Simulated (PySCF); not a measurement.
Static response to an electric field

C2H14Si4.
Geometry (GFN2-xTB, Å), atoms numbered from 1 in this order:
```xyz
20
C2H14Si4 angstrom
Si     3.456    0.385   -0.421
C      1.735    0.636    0.331
Si     0.428   -0.626   -0.217
C     -1.249   -0.255    0.607
Si    -2.503   -1.652    0.311
Si    -1.955    1.444    0.124
H      4.379    1.393    0.113
H      3.967   -0.945   -0.085
H      3.390    0.528   -1.876
H      1.821    0.613    1.418
H      1.386    1.638    0.079
H      0.282   -0.587   -1.678
H      0.880   -1.974    0.169
H     -1.073   -0.222    1.686
H     -2.777   -1.793   -1.120
H     -3.757   -1.360    1.013
H     -1.974   -2.920    0.825
H     -3.238    1.668    0.798
H     -1.048    2.524    0.533
H     -2.154    1.516   -1.325
```

Level: CAM-B3LYP/def2-SVPD (PySCF), static field, nuclei fixed, core orbitals frozen in the response. The polarisability tensor in these axes (au):

```
x   156.91   6.12  -5.59
y     6.12 130.24  -0.09
z    -5.59  -0.09 110.31
```

Give the principal values, the mean and the anisotropy Δα = √{½[(α1 − α2)² + (α2 − α3)² + (α1 − α3)²]}.

Principal values 109.63, 128.96 and 158.86 au; mean 132.48 au = 19.63 Å³ = 21.84 × 10⁻⁴⁰ C²·m²/J; Δα = 42.96 au (32 % of the mean).

What is the dipole moment, and where does it point?

(0.00, 0.42, 0.90) D, 0.99 D in size, pointing from the negative to the positive side. Measured along this direction, the outermost atoms are H15 and H12 at the negative end and H10 and H19 at the positive end.

Find the Langevin capture rate constant for H3+ (3.023 u) meeting this molecule (150.017 u), k = 2.342 × 10⁻⁹ cm³/s × √(α in Å³ / reduced mass in u).

The reduced mass is 2.96 u, so k = 6.03 × 10⁻⁹ cm³/s. The formula leaves out the permanent dipole, which adds to the capture rate.

Estimate the molar refractivity from the static electronic polarisability.

Lorentz–Lorenz: R = (4π/3)N_A α = 2.5225 cm³/(mol·Å³) × 19.63 Å³ = 49.5 cm³/mol, in the limit of long wavelengths.

In a dilute gas of rigid molecules at 350 K, how does the orientational term μ²/3kT compare with the electronic polarisability?

In Gaussian units μ²/3kT = 6.80 Å³ against 19.63 Å³, a ratio of 0.35; the Debye molar polarisation (4π/3)N_A(α + μ²/3kT) is 66.7 cm³/mol, leaving out the vibrational part.

Isolated species at its GFN2-xTB geometry (one conformer only).
